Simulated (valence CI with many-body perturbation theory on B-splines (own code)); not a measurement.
From CI to CI+MBPT in Cr XX

Calculated by valence CI with perturbative core correlation (CI+MBPT): three valence electrons over a frozen Dirac-Fock core [He], radial functions for each j: 11 s, 11 p, 9 d, 7 f, 5 g, 2 h, 1 i, with the one-electron correlation potential Σ1, the two-electron term Σ2, the three-electron term Σ3, Breit, model QED; selected CI, second order for the rest (own B-spline code, finite nucleus).

No measured spectrum was set against this ion. As an estimate, levels of excited configurations hold to 0.05 to 0.15 % of their energy, terms of the ground configuration to about 0.5 %.

Each rung adds one term. CI alone is the Dirac-Coulomb CI over the frozen core; QED comes last and gives the full result, which names the levels. Energies are above 2s²2p ²P°_1/2 on the same rung, in × 10³ cm⁻¹.

Names give the largest LS component (configuration and term), which can be under half, so a name can repeat, a term be missing and a line seem to break the LS rules; names also repeat where a configuration has a term twice. Letters in brackets count levels of one name in rising energy.

```csv
Level,CI alone,+ Σ1,+ Σ2,+ Σ3,+ Breit,Full
2s²2p ²P°_3/2,85.67,85.78,85.78,85.78,82.77,82.96
2s2p² ⁴P_1/2,357.15,355.82,355.65,355.75,357.60,355.04
2s2p² ⁴P_3/2,395.14,393.87,393.70,393.81,394.16,391.71
2s2p² ⁴P_5/2,437.31,436.09,435.92,436.01,433.14,430.78
2s2p² ²D_3/2,646.70,645.47,644.81,644.60,643.59,641.14
2s2p² ²D_5/2,659.94,658.74,658.14,657.96,655.61,653.23
2s2p² ²P_1/2,764.30,763.01,761.56,761.17,763.22,760.64
2s2p² ²S_1/2,853.92,852.76,851.51,851.12,850.28,847.92
2s2p² ²P_3/2,870.73,869.54,867.02,866.65,864.25,861.85
2p³ ⁴S°_3/2,1111.9,1109.3,1106.7,1106.4,1107.2,1102.1
2p³ ²D°_3/2,1238.1,1235.5,1233.5,1233.2,1235.0,1229.9
2p³ ²D°_5/2,1260.2,1257.6,1255.6,1255.3,1253.6,1248.5
2p³ ²P°_1/2,1388.8,1386.3,1384.4,1384.0,1385.4,1380.4
2p³ ²P°_3/2,1425.5,1423.1,1421.1,1420.8,1419.5,1414.7
2s²3s ²S_1/2,6754.2,6756.5,6756.1,6755.8,6750.5,6751.4
2s²3p ²P°_1/2,6917.1,6919.0,6918.6,6918.3,6913.9,6914.0
2s²3p ²P°_3/2,6941.2,6943.1,6942.7,6942.4,6937.1,6937.2
2s2p3s ⁴P°_1/2,7082.0,7082.8,7082.5,7082.2,7080.0,7078.3
2s²3d ²D_3/2,7091.0,7093.3,7092.8,7092.6,7086.5,7086.6
2s²3d ²D_5/2,7098.0,7100.3,7099.8,7099.6,7093.3,7093.5
2s2p3s ⁴P°_3/2,7105.8,7106.7,7106.3,7106.1,7102.4,7100.7
2s2p3s ⁴P°_5/2,7164.5,7165.5,7165.2,7164.9,7158.8,7157.2
2s2p3s ²P°_1/2 [a],7170.6,7171.5,7171.1,7170.8,7167.8,7166.2
2s2p3p ⁴D_1/2,7225.6,7226.1,7225.7,7225.4,7224.3,7221.8
2s2p3s ²P°_3/2 [a],7232.9,7233.9,7233.5,7233.2,7227.5,7226.0
2s2p3p ⁴D_3/2,7246.7,7247.3,7246.9,7246.6,7244.0,7241.6
2s2p3p ²P_3/2 [a],7276.5,7277.1,7276.7,7276.4,7273.8,7271.3
2s2p3p ²P_1/2 [a],7280.9,7281.4,7281.0,7280.7,7277.1,7274.6
2s2p3p ⁴D_5/2,7284.1,7284.7,7284.3,7284.0,7280.1,7277.7
2s2p3p ⁴P_1/2,7311.5,7312.1,7311.5,7311.2,7308.9,7306.5
2s2p3p ⁴S_3/2 [a],7320.3,7320.9,7320.4,7320.1,7316.4,7313.9
```

(1) How does the ionisation energy move along the ladder, and which term matters most?

Answers

(1) CI alone 1495.9, + Σ1 1496.2, + Σ2 1496.1, + Σ3 1496.1, + Breit 1495.3, + QED 1495.3 eV. The largest step is Breit, -0.8 eV. NIST lists 1495.1 ± 0.7 eV (semi-empirical).
